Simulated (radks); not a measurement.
Initial-state core-level shifts of neutral iodine when its valence configuration changes from [Kr] 4d10 5s2 5p5. Calculated with a radial shooting solver on a logarithmic mesh with Libxc functionals: scalar-relativistic Kohn-Sham, r2SCAN, spin-polarised, spherical densities, finite nucleus; open shells are filled with parallel spins first (spin-orbit coupling, left out, can overturn this in heavy ions); meta-GGA in the generalised Kohn-Sham scheme; Fermi nuclear charge, rms radius 4.75 fm. Shifts are changes of the shell-averaged eigenvalues in eV (positive: less bound); the change of the density at the nucleus, which sets a Mossbauer isomer shift, is in e/bohr^3, on a base of 2.569e+05.

| valence | 2p | 3d | 4s | 4p | density at nucleus |
|---|---|---|---|---|---|
| 4d9 5s2 5p6 | -9.870 | -9.472 | -7.608 | -7.233 | +27.82 |
| 4d10 5s1 5p6 | -1.462 | -1.477 | -1.446 | -1.434 | -68.23 |
| 4d9.5 5s2 5p5.5 | -4.909 | -4.718 | -3.818 | -3.632 | +13.71 |
